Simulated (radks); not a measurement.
The numbers below are computed, except where a source is named.
Ionisation of Zn+, [Ar] 3d10 4s1, to Zn2+, [Ar] 3d10, under several functionals. Dirac Kohn-Sham, spin-unpolarised, spherical densities, point nucleus; a radial shooting solver on a logarithmic mesh with Libxc functionals.

functional                                      E(Zn+) (hartree)  Exc (hartree)  IE (eV)  -e(HOMO) (eV)  <r> HOMO (bohr)  IE error (eV)
Wu-Cohen GGA                                         -1795.25993      -70.89696   18.350         14.001            2.383         +0.386
BP86                                                 -1796.25496      -71.90569   18.524         14.193            2.384         +0.560
HCTH/407                                             -1796.90123      -72.68610   18.337         13.873            2.434         +0.373
PW91                                                 -1796.14759      -71.80175   18.512         14.070            2.398         +0.548
revPBE                                               -1795.87804      -71.52804   18.265         13.847            2.409         +0.300
LDA (Slater exchange, Perdew-Wang correlation)       -1793.01117      -68.60104   18.763         14.340            2.378         +0.799
BLYP                                                 -1796.09361      -71.73366   18.657         14.126            2.399         +0.692

NIST Atomic Spectra Database: 17.964 eV (measured). Closest: revPBE. The Delta-SCF values span 0.50 eV, the total energies 3.89 hartree. The highest occupied level is 4s1/2. Spin polarisation and multiplet splitting are left out, so open shells lie too high by an amount that depends on their filling.

Beside tabulated values, note that spin-unpolarised runs miss the spin-polarisation part of the exchange energy of open shells.
